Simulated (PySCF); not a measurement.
Mo(O)3 cation (MoO3), SMILES [Mo](=[O])(=[O])=[O] (connectivity only; charge and spin as stated), charge +1, multiplicity 2. Coordinates come from a B3LYP-D3(BJ)/def2-TZVP optimisation. The spin state was assumed, not searched. The isomer is the one that the SMILES or the coordinates give; other isomers of the formula were not compared. The def2 effective core potentials stand for the cores of Mo; spin–orbit coupling is left out.

Calculation: PySCF with B3LYP-D3(BJ)/def2-TZVP.

Harmonic wavenumbers (cm⁻¹): 205, 233, 363, 664, 951, 1052. Rotational constants (GHz): 7.015, 6.484, 4.190; symmetry number 1.

Q: Work out the zero-point energy and the ideal-gas rigid-rotor harmonic-oscillator thermochemistry at 298.15 K and 1 atm.

A: ZPE = ½ Σ hcν = ½ × 3469 cm⁻¹ = 4.96 kcal/mol. H − E(el) = 8.34 kcal/mol. Entropy in cal/(mol K): translation 40.80, rotation 24.94, vibration 5.59, spin 1.38, total 72.71. G − E(el) = -13.34 kcal/mol. Cp = 14.78 cal/(mol K).
